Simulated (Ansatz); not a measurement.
Stepwise reaction of `C[SiH2][GeH3]` with hydrogen fluoride, as a gas-phase model of exchange steps in deposition or etching. ΔE in kJ/mol.

Computed with Ansatz on PBE0-D4/def2-TZVP structures; ΔE is electronic, products minus reactants. CCSD(T)/CBS is the MP2 limit (def2-TZVPP, def2-QZVPP) plus CCSD(T) − MP2 in def2-TZVPP, frozen cores. This one scheme is used for every species. DFT in def2-TZVPP. B3LYP here is the variant with VWN-RPA as its local correlation; programs differ in this. For Ge outer-core shells are correlated without core-valence functions, which leaves a few kJ/mol of doubt a bond. Scalar relativity is left out up to krypton.

```csv
step,reaction,PBE-D4,B3LYP-D4,ωB97M-V,CCSD(T)/CBS
2,`C[SiH](F)[GeH3]` + H–F → `C[Si](F)(F)[GeH3]` + H₂,-129.8,-138.0,-138.3,-133.4
```

(1) Give the row of step 1, `C[SiH2][GeH3]` + H–F → `C[SiH](F)[GeH3]` + H₂. (Estimate.)

(2) By hand: ΔE of the 2 steps together at CCSD(T)/CBS.

Results:

(1) Computed: 
```
step                                        reaction  PBE-D4  B3LYP-D4  ωB97M-V  CCSD(T)/CBS
   1  `C[SiH2][GeH3]` + H–F → `C[SiH](F)[GeH3]` + H₂  -104.5    -113.6   -113.0       -108.5
```

(2) (-108.5) + (-133.4) = -241.9 kJ/mol, or -121.0 kJ/mol a step.

In ΔE each step is lower than the one before. All are downhill at CCSD(T)/CBS. PBE-D4 differs from CCSD(T)/CBS by 3.6 to 4.0 kJ/mol a step. Isolated molecules leave out the surface, adducts and barriers. Largest T1 diagnostic: 0.012.
